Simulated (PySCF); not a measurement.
C3H14Si3. Atoms are numbered in the order given.

```xyz
20

C     -3.3840    -1.7561    -0.6391
Si    -2.5972    -0.2318     0.1444
C     -0.7686    -0.0781    -0.3262
C     -0.0659     1.1475     0.2902
Si     1.7590     1.3174    -0.2076
Si     2.9613    -0.6108     0.4044
H     -4.4473    -1.8409    -0.3635
H     -3.3217    -1.7093    -1.7385
H     -2.8739    -2.6753    -0.3083
H     -3.3171     1.0026    -0.2992
H     -2.7066    -0.3071     1.6348
H     -0.2602    -1.0108    -0.0212
H     -0.6975    -0.0502    -1.4287
H     -0.1159     1.1075     1.3927
H     -0.5851     2.0783     0.0003
H      1.8639     1.5028    -1.6886
H      2.3749     2.5109     0.4513
H      2.7721    -0.8909     1.8609
H      4.4219    -0.4441     0.1410
H      2.4810    -1.8017    -0.3600
```

Geometry optimised at B3LYP-D3(BJ)/def2-SVP. The structure was generated by enumeration, and PubChem lists no compound with its InChIKey, so it may never have been made. The values are those of a single conformer.

These are SMD-PBE0/def2-SVP (PySCF) values and carry that method's errors.

Solvation free energies are E(SMD) − E(gas) at the gas-phase geometry, for 1 M in both phases. In vacuum the dipole moment is 0.86 D.

```tsv
solvent	ΔG(solv) (kcal/mol)	its non-electrostatic (CDS) part	dipole (D)
water	…	…	…
diethylether	-2.7	-1.4	1.02
acetone	-2.3	-0.5	1.09
```

Question: Some entries are withheld; supply them. (An estimate is asked for; the answer gives what the named calculation found.)

Answer: 
- water, ΔG(solv) (kcal/mol): 4.1
- water, its non-electrostatic (CDS) part: 5.9
- water, dipole (D): 1.11
